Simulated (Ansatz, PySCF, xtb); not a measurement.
Energy difference R1 → P1, each structure at its B3LYP-D3(BJ)/def2-TZVP stationary point, reached from a drawn start; harmonic modes at that level show minima.
R1, C4F6 (SMILES FC(F)=C(F)C(F)=C(F)F) (charge 0, multiplicity 1):
```
atom    x (Å)    y (Å)    z (Å)
----  -------  -------  -------
F      1.5842   0.1564   1.3702
C      0.6729   1.0460   1.0418
F      0.6740   2.0730   1.8575
C     -0.1642   0.9092   0.0182
F     -1.0269   1.9158  -0.2401
C     -0.2349  -0.2354  -0.8622
F     -0.1195   0.0192  -2.1835
C     -0.4059  -1.4964  -0.4777
F     -0.4092  -2.5202  -1.2974
F     -0.5704  -1.8677   0.7732
```
P1, C4F6 (SMILES FC1=C(F)C(F)(F)C1(F)F) (charge 0, multiplicity 1, Z-matrix in Å and degrees):
```
C
F 1 1.3493
F 1 1.3493 2 107.51
C 1 1.5021 2 116.53 3 132.93
F 4 1.3092 1 130.49 2 -64.35
C 4 1.3357 5 134.90 1 -180.00
F 6 1.3092 4 134.90 5 0.00
C 6 1.5021 7 130.49 4 -180.00
F 8 1.3493 6 116.53 7 64.35
F 8 1.3493 9 107.51 6 132.93
```

P less R. No zero-point or thermal terms. One arrangement of each flexible species, with no search for the lowest.

Programs: Ansatz (a program for electronic structure) with Gaussian orbitals; PySCF for the D3/D4 terms; xtb for the GFN methods. Each number belongs to the level named beside it.

Question: What is the computed reaction energy (r2SCAN-D3(BJ)/def2-TZVPP)?

Answer: -39 kJ/mol

Question: What reaction energy does GFN2-xTB give?

Answer: -3 kJ/mol

Question: Give the reaction energy at the level PBE/def2-TZVPP.

Answer: -36 kJ/mol
